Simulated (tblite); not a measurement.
C9H9N3.
Numbering: `[CH3:1][c:2]1[cH:3][cH:4][c:5](-[n:6]2[cH:7][cH:8][n:9][n:10]2)[cH:11][cH:12]1` (hydrogens: H13, H14, H15 on C1; H16 on C3; H17 on C4; H18 on C7; H19 on C8; H20 on C11; H21 on C12)

Cartesian coordinates in Å at the GFN2-xTB level; atoms count from 1:
```
atom  x, y, z in Å
C1    -3.659    0.236    0.173
C2    -2.166    0.120    0.173
C3    -1.543   -0.973    0.767
C4    -0.170   -1.099    0.764
C5     0.615   -0.121    0.159
N6     2.006   -0.268    0.182
C7     2.960    0.418   -0.500
C8     4.143   -0.143   -0.085
N9     3.856   -1.113    0.806
N10    2.594   -1.183    0.958
C11    0.008    0.977   -0.438
C12   -1.371    1.088   -0.427
H13   -4.063   -0.029    1.148
H14   -3.972    1.247   -0.076
H15   -4.086   -0.446   -0.561
H16   -2.145   -1.735    1.239
H17    0.320   -1.941    1.227
H18    2.749    1.196   -1.201
H19    5.149    0.088   -0.365
H20    0.599    1.753   -0.899
H21   -1.833    1.947   -0.891
```

Computed with GFN2-xTB (tblite): harmonic, unscaled wavenumbers at the GFN2-xTB geometry, gas phase. Errors from tens to a few hundred cm⁻¹ against measured bands are possible. One conformer, not necessarily the lowest.

Harmonic wavenumbers (cm⁻¹): 27.9, 29.0, 74.2, 142.6, 187.7, 320.8, 327.3, 351.2, 372.1, 444.2, 492.7, 608.0, 618.6, 621.7, 664.6, 691.9, 768.7, 803.6, 820.2, 835.9, 866.5, 908.5, 926.2, 927.7, 962.4, 1009.4, 1016.9, 1031.4, 1048.7, 1084.7, 1134.4, 1156.1, 1192.8, 1214.8, 1248.8, 1277.0, 1306.2, 1329.4, 1355.1, 1403.8, 1408.0, 1430.7, 1469.8, 1478.3, 1483.2, 1504.3, 1583.9, 1605.2, 3001.1, 3032.1, 3045.9, 3081.0, 3087.1, 3099.0, 3118.1, 3188.9, 3205.2.

A = 3617, B = 510.5, C = 449.7 MHz; mass 159.080 u (most abundant isotopes); point group C1, symmetry number 1.

Task: Zero-point energy?

Result: Half the sum of the wavenumbers: 35713 cm⁻¹ = 427.22 kJ/mol.

Task: What is S at 200 K and 1 bar for an ideal gas of classical rigid rotors and harmonic oscillators?

Result: Translation 163.78, rotation 121.96, vibration 88.62: S = 374.4 J/(mol K).

Task: And Cp and H(200 K) − H(0)?

Result: Cp = 117.53 J/(mol K), of which vibrations give 84.27 (their classical limit is 57 R = 473.9); H(200 K) − H(0) = 15.22 kJ/mol without the zero-point energy, 8.57 from vibrations.

Task: Which modes carry the vibrational entropy at 200 K?

Result: 27.9 cm⁻¹: 21.68; 29.0 cm⁻¹: 21.36; 74.2 cm⁻¹: 13.63; 142.6 cm⁻¹: 8.46; 187.7 cm⁻¹: 6.42; 320.8 cm⁻¹: 2.99 J/(mol K); the other 51 give 14.08 together.

Task: What must be added to the electronic energy to get the Gibbs energy at 200 K and 1 bar?

Result: ZPE + [H(200 K) − H(0)] − T·S = 427.22 + 15.22 − 74.87 = 367.57 kJ/mol.

Task: Blend soft modes into free rotors: weight 1/[1 + (100 cm⁻¹/ν̃)⁴] for the oscillator and the rest for a rotor with moment μB/(μ + B), μ = h/(8π²ν), B = 10⁻⁴⁴ kg m². What vibrational entropy results?

Result: 75.31 J/(mol K) in place of 88.62, which changes −T·S at 200 K by +2.66 kJ/mol.

Hindered rotation and anharmonicity are outside this model. Other conformers, if any are populated, would add a mixing term that is left out. The structure is chiral; the term R ln 2 for an equal mix with its mirror image is left out.

On Arm Neoverse V1, one thread, shared host with 32 logical CPUs at a one-minute load of 20, this took 1.0 s. This covers the Hessian and the dipole derivatives.
